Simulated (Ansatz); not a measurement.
CH5GaOSi: the same geometry under several functionals.

```yaml
crystal:
  periodic: [false, false, false]
  atoms:
    - {symbol: C, position_ang: [-0.210363, 1.621658, -0.017440]}
    - {symbol: Si, position_ang: [-0.774367, -0.121228, 0.171208]}
    - {symbol: O, position_ang: [0.149191, -1.336782, 0.000094]}
    - {symbol: Ga, position_ang: [1.430435, -2.703184, -0.866672]}
    - {symbol: H, position_ang: [-0.824932, 2.298743, 0.580084]}
    - {symbol: H, position_ang: [0.837420, 1.722343, 0.268314]}
    - {symbol: H, position_ang: [-0.308046, 1.918113, -1.068323]}
    - {symbol: H, position_ang: [-2.239402, -0.311133, 0.279279]}
    - {symbol: H, position_ang: [2.028463, -3.134630, 0.636456]}
basis:
  gaussian: {orbitals: def2-TZVPP}
hamiltonian: {xc: hse06, dispersion: d4}
output: {orbitals: {seedname: orbitals}}
```

```sh
$ ansatz run in.yaml --threads 4 --pin off --events-out ev --progress --plain
```

Output, abridged:

```
Functional definition: HSE06
1330 factors; their error is unknown
111 factors; integrals over basis functions are off by at most 5.9e-7 eV
mean field evaluation 1: about -63396.6602 eV, gradient 7.7e1 eV
mean field evaluation 2: about -63348.6501 eV, gradient 1.6e2 eV
mean field evaluation 4: about -63407.7533 eV, gradient 1.0e1 eV
mean field evaluation 8: about -63407.9999 eV, gradient 1.2e-1 eV
mean field evaluation 16: about -63408.2043 eV, gradient 3.2e-4 eV
mean field -63408.20431967 eV, -2330.2085291234 hartree, gradient 5.1e-5 eV, S^2 0.000000; 0 other end points of the search recorded, 0 dependent functions left out
reference -63408.20436539 eV, -2330.2085308035 hartree; 32, 32 occupied and 190, 190 virtual orbitals, 1330 factors
Total energy: -63408.35910941 eV, -2330.2142175413 hartree
```

Hardware: 4 threads of a server CPU on a shared host. Wall time 3.3 s, peak host memory 0.58 GiB.

With the line `hamiltonian: {xc: {name: PBE-QIDH}}` (abridged; 5.5 s):

```
Functional definition: PBE-QIDH
mean field evaluation 16: about -63388.7268 eV, gradient 5.3e-4 eV
mean field -63388.72676910 eV, -2329.4927423420 hartree, gradient 7.1e-7 eV, S^2 0.000000
16 core orbitals not correlated: weight in the atoms' cores, before any rotation towards them, 1.000 or more for the frozen orbitals, at most 0.000 for the correlated occupied ones
second order -23.07914518 eV of doubles, -0.00000000 eV of singles
Total energy: -63396.41983140 eV, -2329.7754571674 hartree
```

Changing it to `hamiltonian: {xc: {name: revPBE}, dispersion: d4}` (abridged; 2.6 s):

```
Functional definition: revPBE
mean field evaluation 16: about -63416.1362 eV, gradient 7.9e-3 eV
mean field -63416.13617336 eV, -2330.5000193699 hartree, gradient 2.8e-5 eV, S^2 0.000000; 1 other end points of the search recorded, 0 dependent functions left out
Total energy: -63416.68253014 eV, -2330.5200976115 hartree
```

Changing it to `hamiltonian: {xc: lda}` (abridged; 1.7 s):

```
Functional definition: SPW92
mean field evaluation 16: about -63283.2953 eV, gradient 7.7e-3 eV
mean field -63283.29528475 eV, -2325.6182067562 hartree, gradient 4.9e-5 eV, S^2 0.000000; 1 other end points of the search recorded, 0 dependent functions left out
Total energy: -63283.29532799 eV, -2325.6182083456 hartree
```

Changing it to `hamiltonian: {xc: {name: BLYP}, dispersion: d4}` (abridged; 2.5 s):

```
Functional definition: BLYP
mean field evaluation 16: about -63423.7558 eV, gradient 8.0e-3 eV
mean field -63423.75583551 eV, -2330.7800367893 hartree, gradient 3.6e-5 eV, S^2 0.000000; 1 other end points of the search recorded, 0 dependent functions left out
Total energy: -63424.17522285 eV, -2330.7954489898 hartree
```

The same input with `hamiltonian: {xc: {name: B2PLYP}}` (abridged; 5.5 s):

```
Functional definition: B2PLYP
mean field evaluation 16: about -63400.1491 eV, gradient 5.6e-4 eV
mean field -63400.14906633 eV, -2329.9125040230 hartree, gradient 5.4e-6 eV, S^2 0.000000
16 core orbitals not correlated: weight in the atoms' cores, before any rotation towards them, 1.000 or more for the frozen orbitals, at most 0.000 for the correlated occupied ones
second order -25.09720426 eV of doubles, -0.00000000 eV of singles
Total energy: -63406.92549388 eV, -2330.1615331425 hartree
```

HSE06 is the plane-wave form, built on full-range PBE exchange.
